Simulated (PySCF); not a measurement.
C4H3S, SMILES s1[c]ccc1, multiplicity 2. The structure is a stationary point at B3LYP-D3(BJ)/def2-SVP. The isomer is the one that the SMILES or the coordinates give; other isomers of the formula were not compared.

All values below come from B3LYP-D3(BJ)/def2-SVP (PySCF 2.14.0).

Harmonic wavenumbers (cm⁻¹): 383, 528, 611, 682, 724, 789, 832, 854, 915, 1035, 1083, 1209, 1338, 1442, 1567, 3202, 3223, 3246. Rotational constants (GHz): 8.864, 5.241, 3.294; symmetry number 1.

### Question
Work out the zero-point energy and the ideal-gas rigid-rotor harmonic-oscillator thermochemistry at 298.15 K and 1 atm.

### Answer
ZPE = ½ Σ hcν = ½ × 23661 cm⁻¹ = 141.53 kJ/mol. H − E(el) = 154.78 kJ/mol. Entropy in J/(mol K): translation 163.88, rotation 105.25, vibration 15.03, spin 5.76, total 289.92. G − E(el) = 68.34 kJ/mol. Cp = 70.00 J/(mol K).
